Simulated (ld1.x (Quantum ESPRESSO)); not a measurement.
## u(r) = r·R(r): atom against pseudo-atom (calcium)

Columns: radius, all-electron u(r) and pseudo u(r) of the 4p shell (level -1.59 eV) of calcium in the configuration [Ar] 3d0 4s1.75 4p0.25; LDA (PZ), scalar-relativistic, TM semilocal scheme, ld1.x (Quantum ESPRESSO) 7.5.

| r (bohr) | all-electron | pseudo |
| --- | --- | --- |
| 0.180 | 0.1056 | 0.0018 |
| 0.360 | 0.0348 | 0.0074 |
| 0.540 | -0.0850 | 0.0164 |
| 0.720 | -0.1631 | 0.0289 |
| 0.900 | -0.1871 | 0.0446 |
| 1.080 | -0.1690 | 0.0633 |
| 1.260 | -0.1245 | 0.0846 |
| 1.440 | -0.0659 | 0.1085 |
| 1.620 | -0.0018 | 0.1345 |
| 1.800 | 0.0627 | 0.1627 |
| 1.980 | 0.1242 | 0.1927 |
| 2.160 | 0.1812 | 0.2243 |
| 2.340 | 0.2327 | 0.2572 |
| 2.520 | 0.2785 | 0.2905 |
| 2.700 | 0.3185 | 0.3234 |
| 2.880 | 0.3531 | 0.3545 |
| 3.060 | 0.3823 | 0.3826 |
| 3.240 | 0.4066 | 0.4066 |
| 3.420 | 0.4263 | 0.4263 |
| 3.600 | 0.4416 | 0.4416 |
| 3.780 | 0.4530 | 0.4530 |
| 3.960 | 0.4607 | 0.4607 |
| 4.140 | 0.4653 | 0.4653 |
| 4.320 | 0.4670 | 0.4670 |
| 4.500 | 0.4661 | 0.4661 |
| 4.680 | 0.4629 | 0.4629 |

Q: How many radial nodes do the two functions have?

A: The all-electron 4p function has n − l − 1 = 2; the pseudo-wave has 0, since the states of the same l below it are removed with the core.

Q: At about which radius was the pseudo-wave matched?

A: 3.45 bohr. The columns agree to 0.0005 from 3.06 bohr on; several derivatives are matched, so the curves merge somewhat inside the radius.

Q: Where does each function peak?

A: Outermost all-electron maximum near 4.32 bohr, pseudo maximum near 4.32 bohr (to the table’s step).

Q: Is the pseudo-wave norm-conserving?

A: Yes: the TM semilocal scheme keeps the norm inside the radius equal to the all-electron one, which fixes the energy derivative of the logarithmic derivative at the level.
